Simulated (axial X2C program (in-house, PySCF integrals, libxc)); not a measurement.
# MnN along the bond: PBE0, with spin–orbit coupling

Calculated with an in-house all-electron X2C program for linear molecules (integrals from PySCF). Two-component (2c) means X2C with spin–orbit coupling and atomic mean-field two-electron Coulomb and Gaunt terms. Basis: Mn dyall-cv3z [9s10p6d3f2g], N dyall-av3z [7s7p3d2f] (cores contracted in-house); Gaussian nuclei, density fitting, unrestricted open shells. Masses: Mn 54.938 u, N 14.003 u.

State: Ω = 1 (⟨Sz⟩ = 2.00, ⟨Lz⟩ = -1.00 at PBE0). Dipoles are positive if N is the positive end.

```
R (Å)   μ (D)  HOMO (eV)  LUMO (eV)
1.423  -2.758      -5.46      -2.92
1.489  -3.182      -5.54      -2.99
1.538  -3.441      -5.55      -3.00
1.587  -3.652      -5.55      -2.98
1.636  -3.818      -5.53      -2.94
1.693  -3.964      -5.49      -2.87
1.750  -4.069      -5.44      -2.80
1.824  -4.172      -5.36      -2.71
1.914  -4.289      -5.26      -2.60
2.045  -4.508      -5.07      -2.54
```

Question: The minimum lies at 1.632 Å. What is the dipole moment there, and its slope?

Answer: At PBE0, 2c, with the sign and origin stated: μ = -3.81 D, dμ/dR = -3.03 D/Å.

Occupations by symmetry block were frozen at the best pattern of an incomplete PBE0 search. Density functionals use the spin component along the axis (collinear). PBE0 can misorder states that lie within some tenths of an eV, so this need not be the ground state of the molecule. The nearest other 2c determinant of the search, Ω = 3, lies 0.03 eV up at the distance of the search. The functionals have no current-density term, which raises determinants with orbital currents, atoms included. With several unpaired electrons one determinant need not be a pure state. Open-shell Ω = 0 determinants with evenly filled partner blocks cannot be reached by this program, so the Ω shown need not be the lowest component. The determinant is spin-polarised beyond a pure state at some levels (its spin-free form has ⟨S²⟩ too high), which makes Re and μ there less reliable.
